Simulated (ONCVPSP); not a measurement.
**Before and after: ONCV potential for In (Z = 49)**

* Element: In (Z = 49)
* Generator: ONCVPSP 4.0.1
* Type: optimised norm-conserving Vanderbilt (ONCV)
* Functional: PBEsol
* Relativity: scalar-relativistic
* Frozen core: [Ar] 3d10 4s2
* Valence charge: 19
* Reference configuration: 4p6 4d10 5s2 5p0.5 (charge +0.5)
* Partial waves: 5s: rc 2.35 bohr, ncon 4, nbas 8, qcut 3.1 1/bohr, 3 projectors, debl 3.5 Ha; 4p+5p: rc 1.25 bohr, ncon 4, nbas 8, qcut 8.9 1/bohr, 2 projectors; 4d: rc 1.55 bohr, ncon 4, nbas 9, qcut 11.7 1/bohr, 2 projectors, debl 3.1 Ha
* Local potential: polynomial inside 1.15 bohr (lpopt 4, dvloc0 4 Ha)
* Core correction: none

All-electron outer shells of the reference configuration (PBEsol, scalar-relativistic, ld1.x):

```json
{"shell": "3d", "level (eV)": "-436.20", "outermost node (bohr)": "–", "outermost maximum (bohr)": "0.26"}
{"shell": "4s", "level (eV)": "-123.01", "outermost node (bohr)": "0.41", "outermost maximum (bohr)": "0.77"}
{"shell": "4p", "level (eV)": "-81.53", "outermost node (bohr)": "0.42", "outermost maximum (bohr)": "0.82"}
{"shell": "4d", "level (eV)": "-22.10", "outermost node (bohr)": "0.40", "outermost maximum (bohr)": "0.94"}
{"shell": "5s", "level (eV)": "-11.45", "outermost node (bohr)": "1.02", "outermost maximum (bohr)": "2.13"}
{"shell": "5p", "level (eV)": "-5.31", "outermost node (bohr)": "1.14", "outermost maximum (bohr)": "2.74"}
```

Change: functional PBE; d: rc 1.25, qcut 14.5.

Cutoffs: the cutoffs (Ha) at which the residual kinetic energy of the hardest occupied pseudo-wave falls to 1 and 0.1 mHa per electron; they do not see the model core or the augmentation charge, which bear on the density cutoff. Errors are all-electron minus pseudo energies relative to the spin-unpolarised reference configuration.

Question: How do hardness, ghosts and transferability respond?

Answer: The potential gets harder (40 Ha and 47 Ha → 45 Ha and 57 Ha); of the 4 tests that both files solve, the error grows in 0 and shrinks in 1 by more than 15 % and 0.3 meV (median size 5.8 → 4.9 meV); neither file shows a bound ghost.

```csv
quantity,base,changed
"cutoff, loose",40 Ha,45 Ha
"cutoff, tight",47 Ha,57 Ha
loose cutoff by channel,"s 5.3 Ha, p 28 Ha, d 40 Ha","s 5.3 Ha, p 28 Ha, d 45 Ha"
bound ghosts,none,none
GHOST(+) flags under 300 eV,s at 160.9 eV,s at 160.2 eV
"error for 4p6 4d10 5s2 5p1, meV [ΔE -1.94 eV]",+0.3,+0.4
"error for 4p6 4d10 5s2 5p0, meV [ΔE 3.42 eV]",-0.7,-0.6
"error for 4p6 4d10 5s1 5p0, meV [ΔE 22.70 → 22.66 eV]",-11,-9.2
"error for 4p5 4d10 5s2 5p1, meV [ΔE 83.57 → 83.67 eV]",-127,-122
s: phases at 2.39 bohr within 0.05 rad from the reference energy up to (Ha; the scan ends near 5),to the end of the scan,to the end of the scan
p: phases at 1.27 bohr within 0.05 rad from the reference energy up to (Ha; the scan ends near 5),to the end of the scan,to the end of the scan
```
